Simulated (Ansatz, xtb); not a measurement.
# Relaxing a trial structure of AlBH2SiSn

The starting geometry of this gas-phase singlet was built from a drawn formula by distance geometry and a force field; its bonds are those of `[Al][BH][Sn]#[SiH]`.

```xyz
6

Al   -4.5183   -1.5080   -0.9068
B    -3.4038   -0.1943    0.2713
Si    0.8898    0.3840   -0.4566
Sn   -1.2545    0.1019   -0.1247
H    -3.9321    0.3445    1.2082
H     2.3472    0.4855   -0.7099
```

**Question.** Predict what becomes of its bonds when it is optimised with r2SCAN-D4/def2-SVP.

**Answer.** New bonds form, giving a structure with H6 bridging Al1 and Si3, given below by its coordinates. Distances that change by over a tenth: Si3–Sn4 (2.19 → 2.61 Å), Si3–H6 (1.48 → 1.72 Å). Contacts that close: Al1–Si3 (5.75 → 2.49 Å), Al1–Sn4 (3.72 → 2.74 Å), Al1–H6 (7.15 → 1.73 Å).

The energy falls by 2.85 eV over 31 steps:

```tsv
step	E − E(last) (eV)
1	2.850
4	1.948
8	1.533
11	1.467
14	1.414
18	1.263
21	0.746
24	0.262
28	0.001
31	0.000
```

Final geometry (Å):

```xyz
6

Al   -1.7532   -0.6914   -0.8833
B    -3.0935    0.0010    0.4483
Si    0.5698    0.1514   -0.6108
Sn   -1.1615    1.1269    1.0830
H    -4.2163    0.0031    0.8802
H    -0.2170   -0.9774   -1.6359
```

From the same start GFN2-xTB ends elsewhere, differing in Al1–Si3 (3.97 against 2.49 Å here), Al1–H6 (5.38 against 1.73 Å here), B2–Si3 (1.90 against 3.82 Å here).

No frequencies were run, so the end isn't proven a minimum. Atoms past krypton carry core potentials, without spin–orbit terms. Run with Ansatz 0.2.0, 67 s on 1 thread of Intel(R) Xeon(R) 6975P-C (Granite Rapids) (shared host).
